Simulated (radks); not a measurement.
Q: All-electron atom: Pr+ in [Xe] 4f3 6s1. All-electron calculation, Dirac Kohn-Sham, Slater X-alpha with alpha = 0.875, spin-unpolarised, spherical densities, point nucleus; open shells fill j = l - 1/2 first. Program: a radial shooting solver on a logarithmic mesh with Libxc functionals. Some entries of the table are withheld. Estimate them.

orbital  occ.  eigenvalue (hartree)  <1/r> (bohr^-1)  <r> (bohr)
1s1/2       2                   (1)            64.73     0.02408
2s1/2       2             -248.8786            15.31      0.1024
2p1/2       2             -235.6235            15.31         (2)
2p3/2       4             -217.7524            13.81         (3)
3s1/2       2             -54.12920            5.548      0.2711
3p1/2       2             -48.42908              (4)      0.2605
3p3/2       4             -44.87105              (5)      0.2728
3d3/2       4             -34.85163            4.964         (6)
3d5/2       6             -34.07940            4.869         (7)
4s1/2       2             -11.01547            2.306      0.6192
4p1/2       2              -8.86471            2.203         (8)
4p3/2       4              -8.09297            2.078         (9)
4d3/2       4              -4.53745            1.860      0.7141
4d5/2       6              -4.40069            1.829      0.7240
5s1/2       2              -1.72431           0.8942       1.489
5p1/2       2              -1.14145           0.7874       1.673
5p3/2       4              -1.03300           0.7428       1.759
4f5/2       3              -0.37877            1.259       1.069
4f7/2       0              -0.36445            1.245       1.084
6s1/2       1              -0.31140           0.3215       3.935

A: 
(1) 1s1/2 eigenvalue (hartree): -1540.379
(2) 2p1/2 <r> (bohr): 0.08580
(3) 2p3/2 <r> (bohr): 0.09211
(4) 3p1/2 <1/r> (bohr^-1): 5.467
(5) 3p3/2 <1/r> (bohr^-1): 5.091
(6) 3d3/2 <r> (bohr): 0.2437
(7) 3d5/2 <r> (bohr): 0.2475
(8) 4p1/2 <r> (bohr): 0.6358
(9) 4p3/2 <r> (bohr): 0.6637
